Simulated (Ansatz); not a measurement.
SeO, multiplicity 3 (the spin of the measured ground state), most abundant isotopes (15.9949 and 79.9165 u). Constants from fifth-degree fits in 1/R to seven points on the lowest solution found; no spin–orbit coupling, no relativity up to Kr; ω_e x_e and α_e move by some per cent with the fit.

Correlated levels freeze the inner cores; with def2 sets outer-core shells near the valence are correlated too. CBS: X⁻³ extrapolation of the correlation energy, Hartree–Fock from the larger set.

The values were computed with Ansatz (Gaussian orbitals). Each number belongs to the level named beside it.

```
level                                r_e (Å)  ω_e (cm⁻¹)  ω_e x_e (cm⁻¹)  α_e (cm⁻¹)
-----------------------------------  -------  ----------  --------------  ----------
PBE/def2-TZVPP                        1.6632       894.9            4.04     0.00301
CCSD(T)/CBS(def2-TZVPP, def2-QZVPP)   1.6346       944.6            4.05     0.00305
```

D_e from total energies of the atoms and the molecule: 5.28 eV at PBE/def2-TZVPP.

Question: Derive the rotational constants, the centrifugal constant, the fundamental, the zero-point energy and the force constant, and test the Morse rule for the well depth.

Answer: 
μ = 13.32748 u.
- PBE/def2-TZVPP: B_e = 16.8576/(μ r_e²) = 0.45724 cm⁻¹; B₀ = B_e − α_e/2 = 0.45574 cm⁻¹; D = 4B_e³/ω_e² = 4.78e-07 cm⁻¹; fundamental ω_e − 2ω_e x_e = 887 cm⁻¹; zero-point energy ω_e/2 − ω_e x_e/4 = 446 cm⁻¹; k = μ(2πcω_e)² = 629 N/m; a Morse well would hold ω_e²/(4ω_e x_e) = 6.15 eV against the computed D_e of 5.28 eV
- CCSD(T)/CBS(def2-TZVPP, def2-QZVPP): B_e = 16.8576/(μ r_e²) = 0.47339 cm⁻¹; B₀ = B_e − α_e/2 = 0.47187 cm⁻¹; D = 4B_e³/ω_e² = 4.76e-07 cm⁻¹; fundamental ω_e − 2ω_e x_e = 936 cm⁻¹; zero-point energy ω_e/2 − ω_e x_e/4 = 471 cm⁻¹; k = μ(2πcω_e)² = 701 N/m

Measured for the ground state: r_e 1.6395 Å [microwave values compiled in ACS Omega 2, 8373 (2017)]; ω_e 914.69 cm⁻¹ [Huber and Herzberg (1979), NIST Chemistry WebBook].

Ansatz is an electronic-structure program.
